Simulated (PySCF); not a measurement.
Molfile (atoms numbered from 1):
```
C5H9NSi
     RDKit          3D

 16 16  0  0  0  0  0  0  0  0999 V2000
    2.9731   -0.5783   -0.3108 C   0  0  0  0  0  0  0  0  0  0  0  0
    1.7411   -0.4507   -0.5498 N   0  0  0  0  0  0  0  0  0  0  0  0
    0.5209    0.0067    0.6335 Si  0  0  0  0  0  4  0  0  0  0  0  0
   -0.9147   -1.2263    0.6270 C   0  0  0  0  0  0  0  0  0  0  0  0
   -2.0853   -0.3556    0.2482 C   0  0  0  0  0  0  0  0  0  0  0  0
   -1.8781    0.9387   -0.0364 C   0  0  0  0  0  0  0  0  0  0  0  0
   -0.4788    1.4949    0.0267 C   0  0  0  0  0  0  0  0  0  0  0  0
    3.4406   -0.4204    0.6867 H   0  0  0  0  0  0  0  0  0  0  0  0
    3.6770   -0.8675   -1.1147 H   0  0  0  0  0  0  0  0  0  0  0  0
    1.1479    0.2058    1.9857 H   0  0  0  0  0  0  0  0  0  0  0  0
   -0.7470   -2.0255   -0.1164 H   0  0  0  0  0  0  0  0  0  0  0  0
   -1.0699   -1.7303    1.5960 H   0  0  0  0  0  0  0  0  0  0  0  0
   -3.0918   -0.7864    0.2005 H   0  0  0  0  0  0  0  0  0  0  0  0
   -2.7111    1.5910   -0.3221 H   0  0  0  0  0  0  0  0  0  0  0  0
   -0.1308    1.8278   -0.9672 H   0  0  0  0  0  0  0  0  0  0  0  0
   -0.4110    2.3739    0.6899 H   0  0  0  0  0  0  0  0  0  0  0  0
  1  2  2  0
  2  3  1  0
  3  4  1  0
  4  5  1  0
  5  6  2  0
  6  7  1  0
  7  3  1  0
  1  8  1  0
  1  9  1  0
  3 10  1  0
  4 11  1  0
  4 12  1  0
  5 13  1  0
  6 14  1  0
  7 15  1  0
  7 16  1  0
M  END
```

Geometry: PBE0-D3(BJ)/def2-SVP; GIAO absolute shieldings from PySCF 2.14.0 with density-fitted response routines, gas phase, non-relativistic, averaged over equivalent atoms.

At PBE0/pcSseg-1 (171 basis functions, 37 s wall time on 1 thread of an Arm Neoverse N1, shared host):
```csv
atoms,σ (ppm)
C1,9.6
C5/C6,43.8
C4/C7,165.0
N2,-169.4
Si3,332.4
H8,22.60
H9,22.70
H13/H14,25.14
H10,26.29
H11/H15,29.52
H12/H16,29.62
```

Problem. What do these become at PBE/pcSseg-1?

Solution. 
| atoms | σ at PBE/pcSseg-1 | change |
| --- | --- | --- |
| C1 | 7.4 | -2.2 |
| C5/C6 | 41.1 | -2.7 |
| C4/C7 | 158.3 | -6.7 |
| N2 | -167.3 | +2.1 |
| Si3 | 315.0 | -17.4 |
| H8 | 22.32 | -0.28 |
| H9 | 22.58 | -0.12 |
| H13/H14 | 25.09 | -0.05 |
| H10 | 26.08 | -0.21 |
| H11/H15 | 29.31 | -0.21 |
| H12/H16 | 29.40 | -0.22 |

The largest change is at Si3 (silicon bonded to 2 C, N, H, in a 5-membered ring). Cost: 171 basis functions, 46 s wall time on 1 thread of an Arm Neoverse N1, shared host. The order of the carbon signals is the same at both levels.
